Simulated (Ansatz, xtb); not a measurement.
C4H6F4: which of two isomers lies lower

We compare I, `FCCCC(F)(F)F`, a singlet, with II, `C[C@@H](F)CC(F)(F)F`, a singlet. Both are isolated molecules in the gas phase, relaxed with PBE0-D3(BJ)/def2-SVP, each in the lowest conformer that the search found.

Quicker runs give these differences E(II) − E(I): GFN2-xTB −0.60 kcal/mol; HF/STO-3G −1.08 kcal/mol (at GFN2-xTB geometries); r2SCAN-D4/def2-SVP −2.81 kcal/mol (at GFN2-xTB geometries).

Q: Estimate E(II) − E(I) at the level CCSD(T)/def2-SVP + ΔMP2/def2-TZVPP.

A: Calculated at CCSD(T)/def2-SVP + ΔMP2/def2-TZVPP: E(II) − E(I) = −1.70 kcal/mol, so structure II lies lower.

Level by level:

```csv
level,geometry,E(II) − E(I) (kcal/mol),departure from the last row (kcal/mol),"job, with rough time for the two"
GFN2-xTB,GFN2-xTB,−0.60,+1.10,"optimisation, 0.43 s"
HF/STO-3G,GFN2-xTB,−1.08,+0.61,"single point, 1.6 s"
r2SCAN-D4/def2-SVP,GFN2-xTB,−2.81,−1.11,"single point, 10 s"
PBE0-D3(BJ)/def2-SVP,PBE0-D3(BJ)/def2-SVP,−2.21,−0.52,"optimisation, 1.9 min"
HF/def2-SVP,PBE0-D3(BJ)/def2-SVP,−0.74,+0.95,part of the CCSD(T) run
MP2/def2-SVP,PBE0-D3(BJ)/def2-SVP,−1.81,−0.11,part of the CCSD(T) run
CCSD(T)/def2-SVP,PBE0-D3(BJ)/def2-SVP,−1.81,−0.12,single point
CCSD(T)/def2-SVP + ΔMP2/def2-TZVPP,PBE0-D3(BJ)/def2-SVP,−1.70,,"single point, 5.2 min"
```

As drawn, both hold the same kinds of bond in the same numbers. Structure I has 0 methyl groups, II 1.

The levels shown agree on the order. The largest departure from CCSD(T)/def2-SVP + ΔMP2/def2-TZVPP is that of r2SCAN-D4/def2-SVP, 1.11 kcal/mol. The last row adds to CCSD(T) the change of the MP2 difference between the two basis sets, here +0.12 kcal/mol.

With thermal terms from frequencies at re-optimised GFN2-xTB minima (ideal gas, soft modes damped towards free rotors, one conformer each, 298.15 K, 1 atm): the zero-point term adds −0.32 kcal/mol; ΔH is −1.96 and ΔG −1.70 kcal/mol.

The correlated steps freeze 8 core orbitals. Mirror images aren't counted in ΔG. Programs: Ansatz 0.2.0, xtb 6.7.1; the last row on 2 threads of Intel(R) Xeon(R) Processor @ 2.50GHz (Skylake/Cascade Lake) on a shared host.
